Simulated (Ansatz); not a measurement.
Geometry optimisation, RHF/def2-SVP in Ansatz.

Input file:

```yaml
crystal:
  periodic: [false, false, false]
  atoms:
    - { symbol: Ge, position_ang: [0.0, 0.0, 0.0] }
    - { symbol: O, position_ang: [0.0, 0.0, 2.12] }
    - { symbol: H, position_ang: [-0.9095, -0.2814, 2.4571] }
    - { symbol: Cl, position_ang: [2.0935, 0.0, -0.7393] }
    - { symbol: H, position_ang: [-0.73, 1.2648, -0.5162] }
    - { symbol: Cl, position_ang: [-1.0456, -1.8115, -0.7393] }
    - { symbol: O, position_ang: [1.0804, -1.6406, 0.6527] }
    - { symbol: Al, position_ang: [0.4764, -3.3147, 0.6824] }
    - { symbol: H, position_ang: [1.0732, -4.3766, -0.2922] }
    - { symbol: H, position_ang: [-0.6497, -3.7201, 1.683] }
    - { symbol: H, position_ang: [0.6833, -1.0376, 1.7535] }
basis:
  gaussian: { orbitals: def2-SVP }
hamiltonian:
  xc: hf
relax:
  f_tol: 0.15
  max_steps: 25
  restrain:
    - { distance: [0, 6], at: 1.77, k: 30.0 }
    - { distance: [10, 1], at: 1.01, k: 30.0 }
    - { distance: [0, 1], at: 2.97, k: 30.0 }
    - { distance: [10, 6], at: 2.21, k: 30.0 }
output:
  orbitals: {}
```

Run as:

```bash
$ ansatz run input.yaml --threads 4 --pin off --max-ram 5120MiB --backend cpu --events-out ev --progress --plain --runs-dir out
```

Problem. Where does it end, and by what steps?

Solution. The forces met the threshold. The restraints hold the end off the free minimum. After 16 steps the energy has fallen by 4.355 eV (the restraints' own energy left out); Cl6 moved furthest, 1.71 Å. Parted: Ge1–O2, Cl6–Al8. Joined: O2–H11.

```json
{"step": "0", "energy less start (eV)": "0.0000", "largest force component (eV/Å)": "5.906", "accepted": "yes"}
{"step": "1", "energy less start (eV)": "-0.0091", "largest force component (eV/Å)": "3.774", "accepted": "yes"}
{"step": "2", "energy less start (eV)": "-0.6548", "largest force component (eV/Å)": "3.088", "accepted": "yes"}
{"step": "3", "energy less start (eV)": "-1.9738", "largest force component (eV/Å)": "1.994", "accepted": "yes"}
{"step": "4", "energy less start (eV)": "-3.0785", "largest force component (eV/Å)": "1.594", "accepted": "yes"}
{"step": "5", "energy less start (eV)": "-3.6066", "largest force component (eV/Å)": "1.808", "accepted": "yes"}
{"step": "6", "energy less start (eV)": "-3.9148", "largest force component (eV/Å)": "1.496", "accepted": "yes"}
{"step": "7", "energy less start (eV)": "-4.1053", "largest force component (eV/Å)": "1.146", "accepted": "yes"}
{"step": "8", "energy less start (eV)": "-4.1652", "largest force component (eV/Å)": "0.962", "accepted": "yes"}
{"step": "9", "energy less start (eV)": "-4.1830", "largest force component (eV/Å)": "0.975", "accepted": "yes"}
{"step": "10", "energy less start (eV)": "-4.1807", "largest force component (eV/Å)": "1.473", "accepted": "yes"}
{"step": "11", "energy less start (eV)": "-4.1911", "largest force component (eV/Å)": "1.475", "accepted": "yes"}
{"step": "12", "energy less start (eV)": "-4.2507", "largest force component (eV/Å)": "1.255", "accepted": "yes"}
{"step": "13", "energy less start (eV)": "-4.2804", "largest force component (eV/Å)": "1.553", "accepted": "yes"}
{"step": "14", "energy less start (eV)": "-4.3305", "largest force component (eV/Å)": "1.265", "accepted": "yes"}
{"step": "15", "energy less start (eV)": "-4.3431", "largest force component (eV/Å)": "1.239", "accepted": "yes"}
{"step": "16", "energy less start (eV)": "-4.3555", "largest force component (eV/Å)": "1.233", "accepted": "yes"}
```

```xyz
11
Properties=species:S:1:pos:R:3
Ge -0.011 -0.519 -0.425
O 0.414 0.315 2.396
H -0.243 0.625 3.001
Cl 1.957 0.245 -0.740
H -0.998 0.541 -0.010
Cl -0.684 -1.300 -2.335
O 0.053 -1.917 0.624
Al 0.330 -3.602 0.676
H 1.339 -4.255 -0.332
H -0.439 -4.398 1.796
H 0.355 -0.652 2.412
```

Whether the end is a true minimum wasn't checked by a vibrational analysis.

The run took 35 s on 4 threads of Arm Neoverse V2, with other jobs on the host, peak memory 0.38 GiB.
